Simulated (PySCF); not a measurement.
Be(I)(Me) (CH3BeI), SMILES [CH3][Be][I].

Coordinates come from a PBE0-D3(BJ)/def2-TZVP optimisation. The def2 effective core potentials stand for the cores of I; spin–orbit coupling is left out.

Level of theory: TDA-M06-2X/def2-SVPD (PySCF).

Vertical excitations; the highest root listed may be one member of a degenerate set. Gas-phase values at a fixed geometry. State labels are in the subgroup Cs.

Computed UV-visible absorptions:
```csv
state,symmetry,energy (eV),λ (nm),f,main pairs
S1,A",6.12,203,0.000,"HOMO−1→LUMO 45 %, HOMO→LUMO+1 45 %"
S2,A",6.32,196,0.000,"HOMO→LUMO+1, HOMO−1→LUMO (degenerate set)"
S3,A',6.32,196,0.000,"HOMO−1→LUMO+1, HOMO→LUMO (degenerate set)"
S4,A',6.68,186,0.057,"HOMO−1→LUMO+2, HOMO−1→LUMO+3 (degenerate set)"
S5,A",6.68,186,0.057,"HOMO→LUMO+2, HOMO→LUMO+3 (degenerate set)"
S6,A',6.92,179,0.032,HOMO−2→LUMO+1 (degenerate set)
S7,A",6.92,179,0.032,HOMO−2→LUMO (degenerate set)
S8,A',7.19,172,0.156,"HOMO→LUMO 37 %, HOMO−1→LUMO+1 37 %, HOMO−2→LUMO+2 10 %"
S9,A',7.71,161,0.464,HOMO−2→LUMO+2 81 %
S10,A",7.73,160,0.004,"HOMO→LUMO+3 73 %, HOMO→LUMO+2 19 %"
T1,A',5.83,213,0,"HOMO−1→LUMO+1 43 %, HOMO→LUMO 43 %"
T2,A",6.10,203,0,"HOMO−1→LUMO, HOMO→LUMO+1 (degenerate set)"
T3,A',6.10,203,0,"HOMO→LUMO, HOMO−1→LUMO+1 (degenerate set)"
T4,A",6.12,203,0,"HOMO→LUMO+1 45 %, HOMO−1→LUMO 45 %"
```
Triplets are in the Tamm–Dancoff approximation.
